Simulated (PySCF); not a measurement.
**Working out the ionisation energy of Ti**

Ti [Ar] 3d2 4s2 (3F) → Ti⁺ [Ar] 3d2 4s1 (4F). Calculation: PySCF 2.14, in jorge-DZP-DKH (8s6p2d1f, 43 functions); the spin-free X2C one-electron Hamiltonian (Gaussian nucleus). Frozen: [Ar]. Energies in hartree (1 hartree = 27.21139 eV):

```csv
part,Ti (lower),Ti⁺ (upper)
UHF,-852.716542,-852.513546
MP2 opposite-spin,-0.024709,0.000000
MP2 same-spin,-0.006834,-0.006980
```

Q: What does Hartree-Fock give?

A: (-852.513546) − (-852.716542) = 0.202996 hartree = 5.524 eV.

Q: What do MP2 and SCS-MP2 (6/5 opposite-spin, 1/3 same-spin) give?

A: The opposite-spin parts differ by 0.672 eV and the same-spin parts by -0.004 eV. MP2: 5.524 + (0.672) + (-0.004) = 6.192 eV. SCS-MP2: 5.524 + 1.2 × (0.672) + (-0.004)/3 = 6.329 eV.

Measured between the centres of the two terms (NIST): 6.828 eV, so MP2 (valence) is off by -0.636 eV.

A double-zeta basis recovers only part of the correlation energy.

What remains against the reference includes basis incompleteness, the frozen core and correlation beyond second order.
